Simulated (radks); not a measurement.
Results of a calculation; reference values are marked as such.
Spherical quantum dot in the effective-mass picture: electrons in a parabolic well V = omega^2 r^2 / 2 with omega = 3.45, with a point charge +2 (a donor) at the centre, all in effective atomic units (hartree* = m*/eps^2 hartree, bohr* = eps/m* bohr), one dielectric constant everywhere. Level of theory: non-relativistic Kohn-Sham, LDA (Slater exchange, Perdew-Wang correlation), spin-polarised, spherical densities (a radial shooting solver with Libxc functionals). Levels are named by radial order and angular momentum (1s, 1p, 1d, 2s, ...), and open shells are averaged over m.

N = 7, configuration 1s2 1p(up 3, down 2). This is the lowest configuration that the search found. Occupied and some empty levels:

level    occupation  eigenvalue (hartree*)  <r> (bohr*)
1s up             1                 8.6417       0.5388
1s down           1                 8.7139       0.5378
1p up             3                 12.731       0.8311
1p down           2                 12.812       0.8323
2s up             0                 14.999       0.9050
2s down           0                 15.055       0.9069
1d up             0                 15.993        1.008
1d down           0                 16.064        1.010
1f up             0                 19.200        1.149
1f down           0                 19.259        1.151

Energy (hartree*): total 53.6970, kinetic 27.211, external 3.1072, Hartree 29.360, exchange-correlation -5.9811.

Electron density:

r (bohr*)  n(r) (e/bohr*^3)
0.0728                6.246
0.194                 4.222
0.316                 3.157
0.437                 2.514
0.559                 2.006
0.680                 1.526
0.802                 1.073
0.924                0.6850
1.04                 0.3939
1.17                 0.2022
1.29                0.09331
1.41                0.03819
1.53                0.01407
